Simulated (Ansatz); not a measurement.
# Cost against result

Saddle point of Si₂H₅Cl₃, singlet (SiH₂Cl₂ ([Cl][SiH2][Cl]) + SiH₃Cl ([SiH3][Cl]) → Si₂H₄Cl₂ ([SiH3][SiH]([Cl])[Cl]) + HCl; bonds formed: Si1–Si7, Cl2–H6; bonds broken: Si1–H6, Cl2–Si7), PBE0-D4/def2-TZVP structure:

```
10
angstrom
Si -1.0444 -0.8011 0.0302
Cl 2.1594 -0.3547 1.3040
Cl -1.0762 -1.4952 -1.8813
Cl -1.0839 -2.3712 1.3229
H -2.1968 0.0740 0.3111
H 0.6134 -0.4387 0.6202
Si 0.6910 1.0454 -0.2359
H 0.7218 2.0833 0.8085
H 1.7642 0.9033 -1.2327
H -0.5484 1.3548 -1.0469
```

Barriers are electronic and count from the start structure reached by relaxing down the imaginary mode.

Computed with Ansatz 0.2.0 (basis: as named in each row); correlated methods freeze the cores. B3LYP uses VWN-RPA correlation. Extrapolation: Hartree–Fock as exp(−7.88 √X), correlation as X^−2.97.

Times are rough, for one single point on 8 threads of a shared host (Arm Neoverse V1).

The estimate by CCSD(T) at an estimated basis limit (MP2 extrapolated from triple and quadruple zeta, plus CCSD(T) − MP2 in triple zeta) is 65.35 kcal/mol.

| method | basis | time (s) | barrier (kcal/mol) | method less estimate |
| --- | --- | --- | --- | --- |
| HF | STO-3G | under 1 | 129.42 | 64.07 |
| PBE-D4 | STO-3G | under 1 | 79.67 | 14.32 |
| SPW92 | def2-SVP | under 1 | 46.66 | -18.68 |
| B3LYP-D4 | 6-31G | under 1 | 66.48 | 1.14 |
| PBE-D4 | def2-SVP | under 1 | 53.49 | -11.86 |
| PBE0-D4 | def2-SVP | under 1 | 60.57 | -4.78 |
| SPW92 | def2-TZVPP | 1 | 44.55 | -20.79 |
| PBE-D4 | def2-TZVPP | 2 | 51.17 | -14.17 |
| BLYP-D4 | def2-TZVPP | 2 | 57.83 | -7.52 |
| B3LYP-D4 | def2-TZVPP | 3 | 62.69 | -2.66 |
| BHLYP-D4 | def2-TZVPP | 3 | 70.20 | 4.85 |
| CCSD(T) | def2-SVP | 3 | 74.71 | 9.37 |
| PBE0-D4 | def2-TZVPP | 3 | 57.68 | -7.67 |
| CAM-B3LYP-D4 | def2-TZVPP | 3 | 66.79 | 1.44 |
| r2SCAN-D4 | def2-TZVPP | 4 | 57.28 | -8.07 |
| RPA on PBE | def2-TZVPP | 4 | 66.91 | 1.57 |
| wB97M-V | def2-SVP | 4 | 68.23 | 2.88 |
| r2SCAN0-D4 | def2-TZVPP | 4 | 61.58 | -3.77 |
| B2PLYP | def2-TZVPP | 4 | 66.06 | 0.71 |
| PBE-QIDH | def2-TZVPP | 4 | 63.81 | -1.54 |
| wB97X-V | def2-TZVPP | 6 | 66.68 | 1.33 |
| B97M-V | def2-TZVPP | 6 | 61.04 | -4.30 |
| wB97M-V | def2-TZVPP | 8 | 65.40 | 0.05 |
| MP2 | def2-QZVPP | 15 | 65.27 | -0.07 |
| CCSD(T) | def2-TZVPP | 120 | 66.83 | 1.48 |

All methods are single points on the PBE0-D4 structures.

The T1 diagnostic stays at or below 0.012.

Labels in which every atom is bracketed show which atoms are joined, not bond orders.
